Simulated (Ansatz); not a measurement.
CCl3GeN (`N#[C][Ge]([Cl])([Cl])[Cl]`) at its PBE0-D4/def2-TZVP geometry, where that method's forces vanish. Total charge 0; spin multiplicity 1.

```xyz
6

N    -1.9498   -1.5384   -0.6481
C    -1.0760   -0.8485   -0.3578
Ge    0.3742    0.2953    0.1244
Cl    2.1753   -0.5989   -0.5164
Cl    0.3750    0.5296    2.2218
Cl    0.1013    2.1608   -0.8239
```

(1) What forces (eV/Å) does B3LYP-D4/def2-TZVPP give on these atoms in the Gaussian-basis code of Ansatz? (An estimate is asked.)

Answers

(1) The calculation gave: 
```
N1  -0.047 -0.037 -0.016
C2  -0.074 -0.059 -0.024
Ge3 -0.128 -0.100 -0.042
Cl4  0.303 -0.155 -0.110
Cl5 -0.004  0.037  0.355
Cl6 -0.050  0.314 -0.163
```

B3LYP here is the variant with VWN-RPA as its local correlation; programs differ in this.
